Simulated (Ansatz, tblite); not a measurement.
Forces on trans-NiI2(PH3)2 (NiP2H6I2) at its r2SCAN-D4/def2-SVP geometry. Charge 0, multiplicity 1.

In the def2 sets I takes a core potential; there is no spin–orbit coupling. The xTB rows come from tblite. No other spin state of charge 0 was run.

GFN1-xTB (tblite), largest force 0.92 eV/Å:

```xyz
11
positions Å, forces eV/Å
I    -0.885   -1.224    2.023    0.089    0.118   -0.188
I     0.865    1.201   -1.985   -0.101   -0.136    0.221
Ni   -0.011   -0.013    0.025   -0.005   -0.008    0.007
P    -1.671   -0.730   -1.170    0.265    0.204    0.140
P     1.668    0.727    1.178   -0.215   -0.138   -0.253
H    -1.486   -1.012   -2.547   -0.372    0.123    0.736
H    -2.747    0.190   -1.288    0.566   -0.718   -0.058
H    -2.410   -1.874   -0.774    0.203    0.649   -0.410
H     2.229    1.996    0.887   -0.103   -0.753    0.333
H     2.847   -0.056    1.057   -0.631    0.631    0.210
H     1.602    0.796    2.594    0.304    0.027   -0.739
```

GFN2-xTB (tblite), largest force 0.69 eV/Å:

```
I 0.066 0.087 -0.141
I -0.071 -0.097 0.161
Ni 0.004 0.007 -0.018
P -0.238 -0.090 -0.191
P 0.256 0.112 0.154
H -0.252 0.090 0.627
H 0.478 -0.496 0.000
H 0.217 0.534 -0.326
H -0.142 -0.612 0.259
H -0.523 0.435 0.107
H 0.205 0.031 -0.632
```

PBE-D4/def2-TZVP (Ansatz), largest force 0.04 eV/Å:

```
I 0.007 0.008 -0.010
I -0.013 -0.018 0.034
Ni 0.003 0.007 -0.016
P -0.007 0.028 -0.002
P 0.014 -0.019 -0.018
H 0.019 -0.016 -0.027
H 0.010 0.024 0.016
H -0.009 -0.035 0.013
H -0.003 0.036 -0.007
H -0.008 -0.021 -0.019
H -0.013 0.007 0.035
```
